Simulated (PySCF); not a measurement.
# Core-level binding energies of `N#CC1C(F)=C1F`

Species: C₄HF₂N.
Bonds: N1–C2 (triple), C2–C3, C3–C4, C4–F5, C4–C6 (double), C6–F7, C3–C6. Hydrogens: H8 on C3.

Method: delta-SCF UKS SCAN, pcX-2 on the ionised atom, pcseg-1 elsewhere, spin-free X2C (PySCF 2.14.0). These are vertical core ionisation energies against the vacuum level, from separate self-consistent calculations with and without the core hole.

Problem. Give the core binding energies atom by atom.

Solution. 
```csv
atom(s),bonded to,level,binding energy (eV),above the level's lowest (eV),count
N1,C (triple bond),N 1s,405.43,0.00,1
C2,N (triple bond) and C,C 1s,292.58,0.00,1
C3,3 C and H,C 1s,293.63,+1.05,1
C4/C6,"F, C (double bond) and C",C 1s,294.45,+1.87,2
F5/F7,C,F 1s,694.70,0.00,2
```

Lowest listed C 1s: C2, bonded to N (triple bond) and C. Highest, 1.87 eV above it: C4/C6, bonded to F, C (double bond) and C. The widest gap between neighbouring values is 1.05 eV, between 292.58 and 293.63 eV.

Problem. Which photon energy gives electrons from F 1s of F5/F7 a kinetic energy of 100 eV, and what is their de Broglie wavelength?

Solution. hν = 694.70 + 100 = 794.70 eV, recoil neglected; λ = 12.264 Å/√(E/eV) = 1.23 Å.

The first atom of each set that the bonding makes equivalent was ionised and stands for the set. Isolated species at its GFN2-xTB geometry, gas phase.
